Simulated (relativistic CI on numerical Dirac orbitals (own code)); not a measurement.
**Li: calculation against measurement**

Calculated at this level of theory: Dirac-Coulomb-Breit CI, KLI orbitals optimised for each configuration, model QED (radiative potential, 1s self-energy scaled to tabulated hydrogen-like ionisation energies), valence Slater integrals scaled by 0.85, P86 correlation energy added to each configuration (own radial code, finite nucleus).

Configurations in the expansion (outside the closed core 1s2): 2s, 2p, 3s, 3p, 3d, 4p, 4d, 4s, 4f, 5s, 5p, 5g, 5f, 5d. Levels of other configurations are missing.

```tsv
Configuration	Term (tabulated)	J	Measured (cm⁻¹)	Computed	Error	Purity (%)
2s	2S	1/2	0.0	0	0	100
2p	2P°	1/2	14903.6	15261	357	100
2p	2P°	3/2	14904.0	15261	357	100
3s	2S	1/2	27206.1	28326	1120	100
3p	2P°	1/2	30925.5	32297	1372	100
3p	2P°	3/2	30925.6	32297	1372	100
3d	2D	3/2	31283.0	31893	610	100
3d	2D	5/2	31283.1	31893	610	100
4p	2P°	1/2	36469.7	38355	1885	100
4p	2P°	3/2	36469.8	38355	1885	100
4d	2D	3/2	36623.3	38197	1574	100
4d	2D	5/2	36623.3	38197	1574	100
```

Measured levels from NIST Handbook of Basic Atomic Spectroscopic Data (Sansonetti and Martin, J. Phys. Chem. Ref. Data 34, 1559 (2005)); pairs were made by configuration, J and term (by order where the table uses no LS term), so strongly mixed levels may be paired wrongly.

Mean error by configuration (cm⁻¹): 2p 357; 3s 1120; 3p 1372; 3d 610; 4p 1885; 4d 1574. Over the excited levels the mean absolute error is 1156 cm⁻¹ (11 of the 11 excited levels that our extract of the source holds in range could be paired), and the median relative error of those above 1,000 cm⁻¹ is 4.3 %.

Transition probabilities of persistent lines. The last column rescales the computed rate by the cube of measured over computed energy:

```csv
λ measured (Å),Lower,Upper,A tabulated (s⁻¹),A computed,A rescaled
4602.90 air,2p 2P°_3/2,4d 2D_5/2,2.23e+07,2.79e+07,2.37e+07
6103.54 air,2p 2P°_1/2,3d 2D_3/2,6.86e+07,6.30e+07,6.02e+07
6103.65 air,2p 2P°_3/2,3d 2D_5/2,6.86e+07,7.56e+07,7.22e+07
6707.77 air,2s 2S_1/2,2p 2P°_3/2,3.69e+07,4.07e+07,3.79e+07
6707.93 air,2s 2S_1/2,2p 2P°_1/2,3.69e+07,4.07e+07,3.79e+07
8126.23 air,2p 2P°_1/2,3s 2S_1/2,3.49e+07,1.38e+07,1.15e+07
8126.45 air,2p 2P°_3/2,3s 2S_1/2,3.49e+07,2.76e+07,2.30e+07
26877.67 air,3s 2S_1/2,3p 2P°_3/2,3.80e+06,4.59e+06,3.77e+06
26878.36 air,3s 2S_1/2,3p 2P°_1/2,3.80e+06,4.59e+06,3.77e+06
```
